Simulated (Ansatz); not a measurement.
One change: `CCN[SiH3]` becomes `CCN`.

Ansatz, PBE0-D4/def2-TZVP geometries, multiplicity 1. Each molecule was computed in one conformer, which needn't be the lowest.

```
                               property  `CCN[SiH3]`
    HOMO energy (B3LYP/def2-TZVPP) / eV        -6.56
  HOMO–LUMO gap (B3LYP/def2-TZVPP) / eV         6.83
  LUMO energy (ωB97M-V/def2-TZVPP) / eV         2.06
    HOMO–LUMO gap (PBE/def2-TZVPP) / eV         5.12
     HOMO energy (PBE0/def2-TZVPP) / eV        -6.77
HOMO–LUMO gap (ωB97M-V/def2-TZVPP) / eV        11.17
```

Problem. Give the same properties after the change, and the shifts. (Best estimate.)

Solution. The calculation gave: 
```tsv
property	`CCN`	shift
HOMO energy (B3LYP/def2-TZVPP) / eV	-6.59	-0.03
HOMO–LUMO gap (B3LYP/def2-TZVPP) / eV	7.32	0.49
LUMO energy (ωB97M-V/def2-TZVPP) / eV	2.49	0.43
HOMO–LUMO gap (PBE/def2-TZVPP) / eV	5.61	0.49
HOMO energy (PBE0/def2-TZVPP) / eV	-6.82	-0.05
HOMO–LUMO gap (ωB97M-V/def2-TZVPP) / eV	11.73	0.56
```

With PBE0 the HOMO falls by 0.05 eV and the LUMO rises by 0.57 eV, so the gap widens by about 0.62 eV. PBE moves the HOMO by 0.11 eV and ωB97M-V by -0.13 eV. The zero-point energy changes by -38.5 kJ/mol with -9 modes.

B3LYP here is the variant with VWN-RPA as its local correlation; programs differ in this.
